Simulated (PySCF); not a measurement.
A homologous series of growing length: n-germane fluoro/fluoro. Isolated molecules, 0 K electronic values unless said otherwise. One relaxed conformer stands for each flexible species; it need not be the lowest. Strings in code marks are SMILES. All members: neutral, multiplicity 1. Level: PBE0-D3(BJ)/def2-TZVP // PBE-D3(BJ)/def2-SVP (PySCF). Delta-SCF ions had no search for a lower state.  The removal energy is E(N − 1 electrons) − E(N electrons) at the parent's geometry; ε(HOMO) is measured against the vacuum level.

```
species                                                                        −ε(HOMO) (eV)  vertical ionisation energy (Delta-SCF) (eV)
-----------------------------------------------------------------------------  -------------  -------------------------------------------
`[F][GeH2][GeH2][GeH2][GeH2][GeH2][F]`                                                  7.72                                         9.16
`[F][GeH2][GeH2][GeH2][GeH2][F]`                                                        7.96                                         9.54
`[F][GeH2][GeH2][GeH2][F]` (F–Ge–Ge–Ge torsion 178°, Ge–Ge–Ge–F torsion 178°)           8.30                                        10.08
`[F][GeH2][GeH2][F]` (F–Ge–Ge–F torsion 177°)                                           8.57                                     withheld
`[F][GeH2][F]`                                                                         10.07                                        12.61
```

Q: Fit vertical ionisation energy (Delta-SCF) = a + b·x to the 4 complete rows by least squares, with x = −ε(HOMO) in eV. Give a, b and the rms residual, and predict the withheld value.

A: Means of the 4 rows: x̄ = 8.5125, ȳ = 10.348 eV. Σ(x − x̄)² = 3.4043 and Σ(x − x̄)(y − ȳ) = 4.9679, so b = 1.459 and a = ȳ − b·x̄ = -2.072 eV. The rms residual is 0.027 eV. At x = 8.57 the line gives 10.43 eV. The run for `[F][GeH2][GeH2][F]` (F–Ge–Ge–F torsion 177°) gave 10.64 eV, so the line is off by 0.21 eV, more than twice the rms residual.

Codes: PySCF.
